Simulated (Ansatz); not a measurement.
A structure relaxed at r2SCAN-D4/def2-TZVP in Ansatz, charge 0, singlet:

Cartesian coordinates in Å:
```
Mo 1.0960 0.4637 -0.5993
Mo 0.3706 -0.6905 1.0776
B -0.6919 -0.5657 -0.6880
B -0.7747 0.7925 0.2097
```

(1) Give its formula and point group.

(2) Summarise the bond lengths by kind (pairs closer than 1.2 times the sum of covalent radii, bridged metal pairs left out).

Results:

(1) the cluster B₂Mo₂. Point group C2v (tolerance 0.1 Å).

(2) 4 × B–Mo 2.06 to 2.07 Å; 1 × Mo–Mo 2.16 Å; 1 × B–B 1.63 Å.

In the def2 sets Mo takes a core potential; there is no spin–orbit coupling. This restricted singlet of an open-shell metal (gap down to 0.58 eV) wasn't tested against broken symmetry. The relaxation made no stability test and no search for a lower SCF solution. No other spin state of charge 0 was run. Another isomer (singlet) lies 0.62 eV lower at PBE0-D4/def2-TZVP; other spin states weren't run for this one.
